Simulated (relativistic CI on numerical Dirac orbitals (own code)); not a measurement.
**Crystal-field levels of Ta2+, 5d3**

Calculated by Dirac-Coulomb-Breit CI, KLI orbitals optimised for each configuration, QED by a radiative potential, valence Slater integrals scaled by 0.7, one configuration in a parametric crystal field (own radial code).

Field parameters in Wybourne normalisation: Oh B⁴₀ = 21Dq, B⁴₄ = √(5/14) B⁴₀. The field is a parameter set, without covalency.

S is read from ⟨S²⟩ = S(S + 1).

Site symmetry Oh; labels are those of the double group. Computed levels in cm⁻¹ above the lowest, in rising order:

| Δ (size of 10Dq) | Lowest | No. 2 | No. 3 | No. 4 | No. 5 | No. 6 | No. 7 | No. 8 |
| --- | --- | --- | --- | --- | --- | --- | --- | --- |
| 5500 | Γ8 | 4857 Γ8 | 5564 Γ7 | 6380 Γ8 | 6572 Γ6 | 7993 Γ8 | 8777 Γ7 | 8924 Γ8 |
| 9950 | Γ8 | 7607 Γ8 | 8827 Γ8 | 9278 Γ6 | 9672 Γ7 | 10226 Γ8 | 11381 Γ8 | 11579 Γ6 |
| 14350 | Γ8 | 8525 Γ8 | 9126 Γ8 | 9770 Γ6 | 13624 Γ7 | 13858 Γ8 | 15097 Γ8 | 15171 Γ7 |
| 18800 | Γ8 | 8848 Γ8 | 9289 Γ8 | 9880 Γ6 | 15131 Γ7 | 15232 Γ8 | 18588 Γ7 | 19066 Γ8 |
| 23200 | Γ8 | 9010 Γ8 | 9393 Γ8 | 9924 Γ6 | 15495 Γ7 | 15631 Γ8 | 22858 Γ7 | 23285 Γ8 |
| 27600 | Γ8 | 9111 Γ8 | 9467 Γ8 | 9947 Γ6 | 15699 Γ7 | 15870 Γ8 | 27199 Γ7 | 27602 Γ8 |
| 32050 | Γ8 | 9180 Γ8 | 9523 Γ8 | 9960 Γ6 | 15838 Γ7 | 16041 Γ8 | 31612 Γ7 | 32000 Γ8 |
| 36450 | Γ8 | 9230 Γ8 | 9566 Γ8 | 9968 Γ6 | 15938 Γ7 | 16169 Γ8 | 35986 Γ7 | 36365 Γ8 |
| 40900 | Γ8 | 9269 Γ8 | 9602 Γ8 | 9973 Γ6 | 16015 Γ7 | 16270 Γ8 | 40416 Γ7 | 40789 Γ8 |

Ground-state S against |10Dq| in cm⁻¹: 5500: 1.47, 9950: 1.48, 14350: 1.48, 18800: 1.48, 23200: 1.49, 27600: 1.49, 32050: 1.49, 36450: 1.49, 40900: 1.49.

No abrupt spin change occurs in this range.
